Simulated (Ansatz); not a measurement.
Reading a saddle point

A first-order saddle point of CH5ClGe, closed shell, PBE0-D4/def2-TZVP, with one imaginary mode of 823i cm⁻¹:

```
8
angstrom
Ge -0.8486 0.3383 0.5115
Cl 1.4837 -1.4967 1.0673
C 0.1714 0.3342 -0.9758
H 1.0138 -0.6609 -0.0549
H -0.5749 1.2699 1.6892
H -1.9198 -0.7171 0.7723
H 0.8199 1.1793 -1.1758
H -0.1455 -0.2470 -1.8340
```

Computed with Ansatz 0.2.0 (basis: def2-TZVPP and def2-QZVPP); correlated methods freeze the cores. Filled d shells of the heavier atoms are correlated. The def2 sets are not built for correlating such inner shells, so the correlated values are less sure here. Extrapolation: Hartree–Fock as exp(−7.88 √X), correlation as X^−2.97.

Question: Which contacts change along the imaginary mode, and what lies on either side? (A judgement: the text doesn't fix the answer.)

Answer: Computed: The step is CH₅ClGe ([CH3][GeH2][Cl]) → CH₄Ge ([CH2][GeH2]) + HCl, with the molecules in contact on both sides. Shortening one way: Cl2–H4; lengthening the same way: Ge1–Cl2, C3–H4.
```tsv
pair	one side (Å)	saddle (Å)	other side (Å)
Cl2–H4	3.46	1.48	1.31
Ge1–Cl2	2.16	3.02	4.08
C3–H4	1.09	1.60	2.12
```

Question: Which side is lower, and how far does the saddle lie above each? (An estimate is asked for; the value comes from the calculation.)

Answer: Computed: The side with Ge1–Cl2, C3–H4 short is lower by 2.834 eV; the saddle lies 3.288 eV above it and 0.454 eV above the other (CCSD(T) at an estimated basis limit (MP2 extrapolated from triple and quadruple zeta, plus CCSD(T) − MP2 in triple zeta); electronic energies).

No T1 diagnostic of these runs exceeds 0.015. The restricted Hartree–Fock reference is unstable towards an unrestricted one at one or more of these structures.

Labels in which every atom is bracketed show which atoms are joined, not bond orders.

For scale, one of the runs: CCSD(T)/def2-TZVPP, 191 basis functions (an equivalent command: `ansatz run in.yaml --threads 4`). Hardware: 4 CPU threads, shared host. Wall time 46 s; peak host memory 2 GiB.
